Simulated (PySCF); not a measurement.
A GIAO shielding run with PySCF 2.14.0 with density-fitted response routines (density fitting, non-relativistic, gas phase) on `CCOC[C@@H](C)S(=O)(=O)[O-]`, [C5H11O4S]-:

```
{"job": {"kind": "nmr", "xc": "PBE0", "basis": "pcSseg-1"}, "charge": -1, "multiplicity": 1}
C      2.796231    -0.725685    -0.614256
C      1.840428    -0.617879     0.573987
O      1.330305     0.698983     0.728231
C      0.169700     0.970082    -0.034173
C     -1.118063     0.404308     0.547998
C     -2.283500     1.359002     0.458760
S     -1.643727    -1.037243    -0.481531
O     -2.986143    -1.372583    -0.014231
O     -0.670293    -2.102058    -0.223471
O     -1.598426    -0.535941    -1.854184
H      3.596819     0.008628    -0.530879
H      2.254403    -0.554588    -1.540515
H      3.224920    -1.723896    -0.647364
H      1.017542    -1.332627     0.447490
H      2.378357    -0.831177     1.504688
H      0.121562     2.065681    -0.078057
H      0.262457     0.584635    -1.057098
H     -0.965311     0.030214     1.559066
H     -2.128768     2.270129     1.041608
H     -3.177051     0.843990     0.802303
H     -2.430363     1.614968    -0.588844
```

Hardware: 1 thread of an Arm Neoverse N1, shared host. The job also computes population analyses, field gradients.

**Question.** How large is the calculation?

**Answer.** 90 electrons, 232 basis functions and 1226 auxiliary functions.

**Question.** How long does it take?

**Answer.** 88 s of wall time, with 14 SCF cycles and 4 response iterations. Times on a shared host scatter by some tens of per cent.
